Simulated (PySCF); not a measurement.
Spectrum to structure. The calculation used PySCF, TDDFT PBE0/def2-SVPD, vertical, gas phase, core orbitals frozen in the response. Geometries: GFN2-xTB, one conformer each.

```csv
state,λ (nm),f
S1,253.6,0.0019
S2,241.2,0.015
S3,233.1,0.059
S4,216.7,0.096
S5,209.0,0.012
S6,202.9,0.0005
S7,193.3,0.026
S8,190.4,0.051
```

Orbital energies (eV): HOMO-3 -8.40, HOMO-2 -7.57, HOMO-1 -7.33, HOMO -6.87, LUMO -0.63, LUMO+1 -0.15, LUMO+2 0.48.

Problem. Which structure fits? All have the formula C5H10N2Si.
A. `[SiH3]n1c(C)c(cn1)C`
B. `CCc1cn([SiH3])cn1`
C. `n1cccn1[SiH](C)C`
D. `[H]/N=C/[C@H](N=C)[C@H]1C[SiH2]1`

Solution. D. Its S1, at 4.89 eV, is the lowest among the candidates; the nearest of the others has S1 at 5.43 eV. S1 is HOMO-1→LUMO (43%), HOMO-2→LUMO (34%), HOMO→LUMO (14%). Löwdin shares by element: HOMO carbon 46% or more, silicon 28% (atoms not listed hold the other 25%); LUMO carbon 37% or more, nitrogen 32% (atoms not listed hold the other 31%). At the same level the other candidates give, for their lowest levels:
- `C[SiH](C)n1cccn1`: 191 nm (f 0.133); 190 nm (f 0.004); 184 nm (f 0.032); 180 nm (f 0.055); 174 nm (f 0.007); T1 4.63 eV; HOMO -7.13, LUMO 0.24 eV
- `CCc1cn([SiH3])cn1`: 228 nm (f 0.000); 202 nm (f 0.107); 200 nm (f 0.005); 196 nm (f 0.007); 194 nm (f 0.002); T1 4.31 eV; HOMO -6.51, LUMO -0.03 eV
- `Cc1cnn([SiH3])c1C`: 214 nm (f 0.000); 202 nm (f 0.138); 198 nm (f 0.000); 195 nm (f 0.001); 193 nm (f 0.005); T1 4.29 eV; HOMO -6.58, LUMO 0.26 eV

Conformer computed: `[H]/[N:5]=[CH:4]/[C@H:3]([N:2]=[CH2:1])[C@H:6]1[CH2:7][SiH2:8]1`: C1–N2–C3–C4 135°, N2–C3–C4–N5 -152°, N2–C3–C6–C7 81°.
Triplets come from the Tamm–Dancoff approximation.
